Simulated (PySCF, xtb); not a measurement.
Al(H)(OH)(SeH) (AlH3OSe), SMILES [AlH]([SeH])[OH]. One conformer was computed; it need not be the lowest.

Harmonic wavenumbers (cm⁻¹) from GFN2-xTB (xtb) at its own minimum, in rising order: 92, 138, 361, 420, 429, 452, 494, 602, 900, 1913, 2021, 3758.

What does PBE-D3(BJ)/def2-TZVP in PySCF give at its own minimum? (Estimate from the structure and the level; the computed values follow.)

153, 237, 317, 368, 454, 496, 605, 676, 834, 1897, 2348, 3792. Paired by order, the mean absolute difference is 79 cm⁻¹ and the zero-point energies are 16.6 and 17.4 kcal/mol.
